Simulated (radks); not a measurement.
Results of a calculation; reference values are marked as such.
Question: Sr+, configuration [Kr] 5s1 (the NIST ground configuration). Code: a radial shooting solver on a logarithmic mesh with Libxc functionals. Model: Dirac Kohn-Sham, PBE, spin-unpolarised, spherical densities, finite nucleus; Fermi nuclear charge, rms radius 4.224 fm. Some entries of the table are withheld. Estimate them.

orbital  occ.  eigenvalue (eV)  <r> (bohr)
1s1/2       2        -15937.04         (1)
2s1/2       2        -2163.185      0.1722
2p1/2       2        -1969.180      0.1475
2p3/2       4        -1900.772      0.1517
3s1/2       2        -340.0137         (2)
3p1/2       2        -269.5599      0.4913
3p3/2       4        -259.0724      0.5018
3d3/2       4        -135.4436      0.4961
3d5/2       6        -133.6133      0.4998
4s1/2       2         -47.2136       1.356
4p1/2       2         -29.8991       1.539
4p3/2       4         -28.7320       1.572
5s1/2       1          -8.3472       3.898

Answer: 
(1) 1s1/2 <r> (bohr): 0.03916
(2) 3s1/2 <r> (bohr): 0.4919
